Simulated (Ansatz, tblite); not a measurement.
Forces on Ga3N3⁺ at its PBE-D4/def2-SVP geometry. The state is a doublet with charge 1.

The xTB rows come from tblite. At PBE-D4/def2-TZVP the charge 1 doublet is spin-contaminated (final ⟨S²⟩ up to 1.73, 0.75 for a pure state). Another isomer (doublet) lies 1.23 eV lower at PBE0-D4/def2-TZVP; other spin states weren't run for this one.

GFN1-xTB (tblite), largest force 1.23 eV/Å:

```xyz
6
positions Å, forces eV/Å
Ga    0.790   -0.764   -3.015    0.358    0.020   -0.284
Ga    0.152    0.805    2.410    0.014   -0.087   -0.379
Ga   -0.282   -0.113   -0.075    0.358    0.484    1.078
N     1.225    0.709    0.891   -0.300   -0.026    0.287
N    -0.540   -0.754   -1.747   -0.669   -0.426   -0.640
N    -1.345    0.118    1.536    0.239    0.035   -0.062
```

GFN2-xTB (tblite), largest force 0.97 eV/Å:

```
Ga 0.621 -0.046 -0.743
Ga 0.130 0.162 0.375
Ga -0.040 0.064 0.164
N -0.340 -0.147 -0.078
N -0.534 -0.024 0.467
N 0.162 -0.009 -0.185
```

PBE-D4/def2-TZVP (Ansatz), largest force 0.08 eV/Å:

```
Ga -0.021 0.009 0.044
Ga -0.005 -0.033 -0.077
Ga 0.034 0.014 0.017
N -0.028 0.001 0.017
N -0.002 0.003 0.025
N 0.022 0.005 -0.026
```
